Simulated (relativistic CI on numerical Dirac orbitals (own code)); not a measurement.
**Tm³⁺: N4,5 absorption edge**

Computed with this model: Dirac-Coulomb-Breit CI, orbitals from a KLI potential per configuration, a model potential for QED, valence Slater integrals scaled by 0.7, multiplet model of core-to-valence dipole absorption; configurations [Xe] 4f12 → [Kr] 4d9 4f13 5s2 5p6; 300 K; Lorentzian 0.5 eV and Gaussian 0.2 eV FWHM. Energies are those of the free ion, without screening or charge transfer. The branching ratio is the share of the lower-energy edge in the whole absorption, uncertain by about 0.02 where the edges overlap. S is read from ⟨S²⟩ = S(S + 1).

Field parameters in Wybourne normalisation; cubic f-shell fields have B⁴₄ = √(5/14) B⁴₀ and B⁶₄ = −√(7/2) B⁶₀. The field is a parameter set, without covalency.

free ion: ground-state S = 0.99, centroid 180.70 eV. Peaks (eV, height): 175.1 (29), 178.4 (18), 182.6 (100).

Oh, B40 = 2670, B60 = 350 cm⁻¹: ground-state S = 0.99, centroid 180.72 eV. Peaks (eV, height): 175.2 (28), 178.5 (18), 182.6 (100).

Strongest unbroadened transitions for Oh, B40 = 2670, B60 = 350 cm⁻¹:

```tsv
Energy (eV)	Relative strength
175.10	9.1
175.14	17.0
175.15	36.5
175.17	19.8
175.18	39.9
178.45	4.4
178.46	12.8
178.47	5.5
178.48	31.4
178.50	22.0
182.51	9.1
182.55	9.3
182.58	29.2
182.59	24.7
182.60	95.9
182.61	92.3
182.62	96.9
182.63	100.0
```
